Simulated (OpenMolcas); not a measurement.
# Computed transition rates of Zr III

```json
{"Program": "OpenMolcas 26.06", "Method": "SS-CASPT2, IPEA 0.25 Eh, imaginary shift 0.1 Eh (closed shells correlated: 4s 4p)", "Basis": "ANO-R3 [8s6p5d3f2g1h]", "Scalar Hamiltonian": "X2C, finite nucleus", "Active space": "2 electrons in 5 orbitals (4d)", "State averaging": "2S+1 = 3 even, 10 roots; 2S+1 = 1 even, 15 roots", "Spin-orbit coupling": "state interaction with AMFI integrals over the reference wave functions, term energies averaged over their components"}
```

Rates come from the transition moments of the reference wave functions (E1 and E2 in the length form). At fixed line strength A goes as λ^-3 for E1 and M1 and as λ^-5 for E2, so a rate at the computed wavelength can be rescaled to the measured one. Measured vacuum wavelengths follow from level energies in Moore, Atomic Energy Levels, vol. II, NSRDS-NBS 35 (1971 reprint of NBS Circular 467, 1952); NIST levels as listed in Rynkun, Gaigalas and Jonsson, Astron. Astrophys. 637, A10 (2020). Branching counts decays inside the model space alone, at computed energies, and the table is only a selection of the E2 and M1 lines, drawn from those between levels with measured partners whose computed energy lies within a factor of 1.5 of the measured one.

| Upper | Lower | Type | λ computed (nm) | λ measured (nm) | A computed (s-1) | A rescaled (s-1) | Branching % |
| --- | --- | --- | --- | --- | --- | --- | --- |
| 4d2 1S0 | 4d2 1D2 | E2 | 547.1 | 548.3 | 6.05e+00 | 5.98e+00 | 86.3 |
| 4d2 1S0 | 4d2 3P1 | M1 | 682.1 | 638.8 | 7.64e-01 |  | 10.9 |
| 4d2 1S0 | 4d2 3F2 | E2 | 425.1 | 417 | 1.39e-01 |  | 2.0 |
| 4d2 1S0 | 4d2 3P2 | E2 | 706.1 | 660.5 | 5.79e-02 |  | 0.8 |
| 4d2 3P2 | 4d2 1D2 | M1 | 2430 | 3229 | 5.79e-02 |  | 57.5 |
| 4d2 3P0 | 4d2 3F2 | E2 | 1164 | 1240 | 5.49e-02 | 4.00e-02 | 100.0 |
| 4d2 1G4 | 4d2 3F4 | M1 | 1047 | 1046 | 5.36e-02 |  | 55.2 |
| 4d2 1D2 | 4d2 3F3 | M1 | 2196 | 1976 | 4.89e-02 |  | 56.3 |
| 4d2 1G4 | 4d2 3F3 | M1 | 965.4 | 964.5 | 4.10e-02 |  | 42.3 |
| 4d2 1D2 | 4d2 3F2 | M1 | 1906 | 1742 | 3.79e-02 |  | 43.6 |
| 4d2 3P1 | 4d2 3F3 | E2 | 1224 | 1308 | 2.78e-02 | 1.99e-02 | 39.0 |
| 4d2 3P2 | 4d2 3F4 | E2 | 1272 | 1360 | 2.57e-02 | 1.84e-02 | 25.5 |
| 4d2 3P1 | 4d2 1D2 | M1 | 2764 | 3870 | 2.21e-02 |  | 30.9 |
| 4d2 3P1 | 4d2 3F2 | E2 | 1128 | 1201 | 2.02e-02 | 1.48e-02 | 28.2 |
| 4d2 3P2 | 4d2 3F3 | E2 | 1154 | 1226 | 1.11e-02 | 8.20e-03 | 11.0 |
| 4d2 3F4 | 4d2 3F3 | M1 | 12420 | 12420 | 1.06e-02 | 1.06e-02 | 100.0 |
| 4d2 3F3 | 4d2 3F2 | M1 | 14430 | 14680 | 8.47e-03 | 8.04e-03 | 100.0 |
| 4d2 3P2 | 4d2 3F3 | M1 | 1154 | 1226 | 2.23e-03 |  | 2.2 |
| 4d2 3P2 | 4d2 3F2 | E2 | 1068 | 1131 | 2.15e-03 | 1.61e-03 | 2.1 |
| 4d2 3P2 | 4d2 3P1 | M1 | 20120 | 19510 | 1.63e-03 | 1.79e-03 | 1.6 |
| 4d2 1G4 | 4d2 1D2 | E2 | 1723 | 1884 | 1.57e-03 | 1.00e-03 | 1.6 |
| 4d2 3P1 | 4d2 3F2 | M1 | 1128 | 1201 | 9.13e-04 |  | 1.3 |
| 4d2 1G4 | 4d2 3F2 | E2 | 904.9 | 905.1 | 6.19e-04 |  | 0.6 |
| 4d2 3P1 | 4d2 3P0 | M1 | 36700 | 37940 | 3.64e-04 | 3.29e-04 | 0.5 |

Spin-changing lines and M1 lines between different terms are not rescaled, since their strength hangs on the term gaps too.

The largest correction is for 4d2 1G4 → 4d2 1D2 (E2): 1.57e-03 × (1723 / 1884)^5 = 1.00e-03 s-1, a factor of 0.64.

The computed rate and branching of 4d2 3F3 → 4d2 3F2 give the upper level a radiative lifetime of 1.000 / 8.47e-03 s-1 = 1.18e+02 s, counting decays inside the model space alone. The rescaled rate gives about 1.2e+02 s.

These are rates of the free ion; in crystals, glasses and complexes forced electric-dipole and non-radiative decay shorten such lifetimes by orders of magnitude. No measured rate stands beside these. Rescaling mends the energy factor alone: line strengths can still be far off where a level mixes with configurations outside the active space, and weak or spin-changing lines hang on small mixing coefficients that depend on the term gaps too, so rescaling need not improve them.

CASPT2 does not keep the components of a term degenerate, so their means are used; among the terms shown or strongly mixed into the levels shown the widest spread is 740 cm-1 (4d2 1G). Levels of configurations with an s electron are missing; early in the row they begin among the upper levels of the d shell and mix with terms of their name. Computed and measured levels are paired by configuration, term and J; levels that our copy of the source lacks, or whose pairing is in doubt (as where it misses far off the trend of its configuration), stay unpaired. Only configurations of the active space appear.
